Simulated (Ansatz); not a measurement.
Reactions of `[CH3][In]([F])[SiH3]`.

Isolated molecules relaxed with PBE0-D4/def2-TZVP in Ansatz; ΔE leaves out vibrations. CCSD(T)/CBS is the MP2 limit (def2-TZVPP, def2-QZVPP) plus CCSD(T) − MP2 in def2-TZVPP, frozen cores. This one scheme is used for every species, atoms too. Functionals use def2-TZVPP. No spin–orbit coupling; open shells (•) take unrestricted orbitals. Spin–orbit coupling would lower the free atoms: a little for C, F, Si; strongly for In. def2 core potentials past Kr. Bonds to As, I, In are less sure, by a few kJ/mol each and by 10 to 20 or more in all where they break to atoms, as the def2 sets lack core-valence functions. Scalar relativity is left out up to krypton. One conformer a species, not always the lowest.

| reaction | r2SCAN-D4 (kJ/mol) | MP2/CBS(def2) (kJ/mol) | CCSD(T)/CBS(def2) (kJ/mol) |
| --- | --- | --- | --- |
| `[CH3][In]([F])[SiH3]` → `[CH2]` (triplet) + `[F][InH][SiH3]` | 443 | 489 | 470 |
| `[CH3][In]([F])[SiH3]` + CH₃NH₂ → `C[NH][In]([CH3])[F]` + SiH₄ | 30 | 14 | 19 |
| `[CH3][In]([F])[SiH3]` + silanol → `[CH3][In]([F])[O][SiH3]` + SiH₄ | -9 | -22 | -20 |
| `[CH3][In]([F])[SiH3]` + `N[AsH]O` → `CN[AsH]O` + `[F][InH][SiH3]` | 64 | 73 | 67 |
| `[CH3][In]([F])[SiH3]` + HI → `[CH3][In]([F])[I]` + SiH₄ | -113 | -129 | -119 |
| `[CH3][In]([F])[SiH3]` + H–F → `[F][In]([F])[SiH3]` + CH₄ | -96 | -81 | -84 |
| `[CH3][In]([F])[SiH3]` + HCl → `[CH3][In]([SiH3])[Cl]` + H–F | -50 | -62 | -57 |
| `[CH3][In]([F])[SiH3]` → C• + F• + 6 H• + In• + Si• | 3105 | 3127 | 3118 |
| `[CH3][In]([F])[SiH3]` + H₂O → `[CH3][In]([OH])[F]` + SiH₄ | 9 | 4 | 6 |
| `[CH3][In]([F])[SiH3]` + HCl → `[CH3][In]([F])[Cl]` + SiH₄ | -85 | -90 | -86 |

Largest T1 diagnostic: 0.016, for `[F][In]([F])[SiH3]`.
